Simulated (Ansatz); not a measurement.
Cartesian coordinates in Å:
```
C -1.004 2.666 0.053
C 0.103 2.036 0.902
Mg 0.531 0.010 0.518
C 0.943 -2.016 0.118
C 0.078 -2.683 -0.955
H -1.963 2.152 0.181
H -1.181 3.720 0.299
H -0.773 2.630 -1.016
H -0.148 2.137 1.966
H 1.030 2.611 0.779
H 0.855 -2.576 1.058
H 2.002 -2.103 -0.160
H 0.172 -2.186 -1.926
H 0.340 -3.736 -1.118
H -0.985 -2.663 -0.697
```

The species carries charge 0 and has multiplicity 1.

Q: List the CAM-B3LYP/def2-TZVPP orbital energies in eV (the Gaussian-basis code of Ansatz). (Estimate.)

A: The calculation gave: Occupied: -1275.32, -278.16, -278.16, -277.49, -277.49, -85.87, -51.75, -51.74, -51.48, -21.94, -21.92, -17.92, -17.87, -13.21, -13.19, -12.70, -12.60, -11.21, -11.16, -10.55, -10.53, -8.51, -7.21. Lowest empty: 0.16, 0.70, 0.84, 2.43, 2.88, 3.30, 3.56, 3.58.
